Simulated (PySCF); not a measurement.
In(F)2(SMe) (CH3F2InS), SMILES C[S][In]([F])[F]. Atoms are numbered in the order given.

```xyz
8

In     0.0230    -0.5161     0.0000
F      0.8255    -2.2851     0.0000
F     -1.9382    -0.5075     0.0000
S      0.9576     1.6494     0.0000
C     -0.6128     2.6032     0.0000
H     -1.4913     1.9445     0.0000
H     -0.6328     3.2353    -0.8974
H     -0.6328     3.2353     0.8974
```
Charge 0, spin multiplicity 1.

The structure is a stationary point at PBE0-D3(BJ)/def2-SVP. The structure was generated by enumeration; whether it is a known compound was not checked. The def2 effective core potentials stand for the cores of In; spin–orbit coupling is left out. Other conformers were not sampled.

Level of theory: PySCF with HF/def2-TZVP.

ESP charges are fitted to the potential on shells at 1.4 to 2.0 van der Waals radii. Atomic charges (e):

```json
[
 {"atom": "In1", "Löwdin": "0.53", "Mulliken": "___", "ESP fit": "1.30"},
 {"atom": "F2", "Löwdin": "-0.33", "Mulliken": "___", "ESP fit": "-0.52"},
 {"atom": "F3", "Löwdin": "-0.35", "Mulliken": "___", "ESP fit": "-0.51"},
 {"atom": "S4", "Löwdin": "0.29", "Mulliken": "-0.33", "ESP fit": "-0.45"},
 {"atom": "C5", "Löwdin": "-0.47", "Mulliken": "-0.30", "ESP fit": "0.00"},
 {"atom": "H6", "Löwdin": "0.12", "Mulliken": "___", "ESP fit": "0.00"},
 {"atom": "H7", "Löwdin": "0.11", "Mulliken": "___", "ESP fit": "0.09"},
 {"atom": "H8", "Löwdin": "0.11", "Mulliken": "___", "ESP fit": "0.09"}
]
```

Task: Complete the blanks. (The exact figures need the calculation; the answer reports its results.)

Result: 
- In1, Mulliken: 1.39
- F2, Mulliken: -0.59
- F3, Mulliken: -0.61
- H6, Mulliken: 0.17
- H7, Mulliken: 0.14
- H8, Mulliken: 0.14
